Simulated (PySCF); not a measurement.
Mapped SMILES: `[CH3:1][N:2]([CH3:3])[Si@H:4]([OH:5])[As:6]([SiH3:7])[SiH3:8]`. Hydrogens are named by the atom that carries them.

Geometry: PBE0-D3(BJ)/def2-SVP; GIAO absolute shieldings from PySCF 2.14, gas phase, non-relativistic, averaged over equivalent atoms.

At CAM-B3LYP/pcSseg-1 (251 basis functions, 2 min wall time on 1 thread of an Arm Neoverse V1, shared host):
```json
{"atoms": "C1/C3", "σ (ppm)": "145.0"}
{"atoms": "N2", "σ (ppm)": "223.3"}
{"atoms": "Si4", "σ (ppm)": "332.7"}
{"atoms": "Si7/Si8", "σ (ppm)": "414.4"}
{"atoms": "O5", "σ (ppm)": "272.5"}
{"atoms": "As6", "σ (ppm)": "2093.6"}
{"atoms": "H(Si4)", "σ (ppm)": "26.40"}
{"atoms": "H(Si7)/H(Si8)", "σ (ppm)": "27.42"}
{"atoms": "H(C1)/H(C3)", "σ (ppm)": "28.76"}
{"atoms": "H(O5)", "σ (ppm)": "30.56"}
```

Estimate the result of repeating the calculation with PBE0/pcSseg-1.

Answers


```csv
atoms,σ at PBE0/pcSseg-1,change
C1/C3,146.5,+1.5
N2,221.1,-2.2
Si4,343.3,+10.6
Si7/Si8,423.6,+9.2
O5,267.4,-5.1
As6,2125.0,+31.4
H(Si4),26.13,-0.27
H(Si7)/H(Si8),27.24,-0.18
H(C1)/H(C3),28.68,-0.08
H(O5),30.48,-0.08
```

The largest change is at As6 (arsenic bonded to 3 Si). Cost: 251 basis functions, 87 s wall time on 1 thread of an Arm Neoverse V1, shared host.

Relativistic effects, spin–orbit coupling among them, are left out; they matter for As and for the light atoms bonded to it.
